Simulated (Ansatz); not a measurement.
Ansatz results at the PBE0-D4/def2-TZVP geometry: ideal-gas entropy at 298 K and 1 bar (rigid rotor, harmonic PBE0-D4/def2-TZVP) 357 J/(mol·K); LUMO energy (PBE0/def2-TZVPP) -0.14 eV; size of the dipole moment (B3LYP/def2-TZVPP) 0.81 D.

Each molecule was computed in one conformer, which needn't be the lowest.

Problem. Which molecule gave them?
A. `OB(Cl)C[SiH3]`
B. `C[BH][AlH2]`
C. `Cl[SiH]1O[SiH2]1`
D. `P[SiH]1CS1`

Solution. A. The others give `Cl[SiH]1O[SiH2]1`: 315, -1.18, 1.70; `P[SiH]1CS1`: 331, -0.56, 1.25; `C[BH][AlH2]`: 310, -1.72, 1.24.

B3LYP here is the variant with VWN-RPA as its local correlation; programs differ in this.
